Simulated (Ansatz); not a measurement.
Basis-set extrapolation for `N[SiH2]N[SiH](N)Cl` (PBE0-D4/def2-TZVP geometry, frozen core, Ansatz 0.2.0). Multiplicity 1, RHF reference.

```csv
,def2-TZVPP,def2-QZVPP
HF,-1205.680038,-1205.720088
MP2 correlation,-1.073211,-1.158686
CCSD(T) correlation,-1.176090,not run
```

Energies in hartree. Use E(X) = E(∞) + A·exp(−7.88·√X) for Hartree–Fock and E(X) = E(∞) + B·X^(−2.97) for correlation, with X = 3 and 4, and add CCSD(T) minus MP2 of the smaller set to the MP2 limit.

Question: What is the CCSD(T) energy at the basis-set limit?

Answer: HF limit: -1205.720088 + (-0.040050) × 0.13774 = -1205.72560. MP2 limit: -1.158686 + (-0.085475) × 0.74074 = -1.22200. Higher-order term: -1.176090 − (-1.073211) = -0.10288. Total: -1207.05048 hartree, 122.0 kcal/mol below CCSD(T)/def2-TZVPP.
